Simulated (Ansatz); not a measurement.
Consider the hydrogenolysis of the Si–N bond: `N[SiH2]S[SiH](N)O` + H₂ → `N[SiH](O)S[SiH3]` + NH₃.

Program: Ansatz. Geometries: PBE0-D4/def2-TZVP. ΔE: electronic, gas phase. CBS: MP2 limit from def2 TZ/QZ plus the TZ coupled-cluster correction, frozen cores. This one scheme is used for every species. Functionals use def2-TZVPP. Each species was taken in one conformer, which may not be the lowest.

Task: Is it downhill or uphill in electronic energy at CCSD(T)/CBS, and by how much? (Best estimate.)

Result: Ansatz gave: Uphill: ΔE = +49.2 kJ/mol.

Task: What do these levels give: r2SCAN-D4, ωB97X-V, ωB97M-V, r2SCAN, PBE0, MP2/CBS(def2)? (Best estimate.)

Result: Computed: r2SCAN-D4 54.9, ωB97X-V 46.8, ωB97M-V 49.8, r2SCAN 52.9, PBE0 43.2, MP2/CBS(def2) 57.3 kJ/mol.

Largest T1 diagnostic among the species: 0.012.

The D4 term adds +11.5 kJ/mol with B3LYP and +6.3 kJ/mol with PBE0; it sums over pairs of atoms, weighted by their polarisabilities, and B3LYP, whose exchange is more repulsive, gets the larger term. In def2-TZVPP, CCSD(T) changes the Hartree–Fock value by +24.2 kJ/mol (the triples alone add +5.8 kJ/mol) and MP2 by +32.3 kJ/mol.

B3LYP here is the variant with VWN-RPA as its local correlation; programs differ in this.
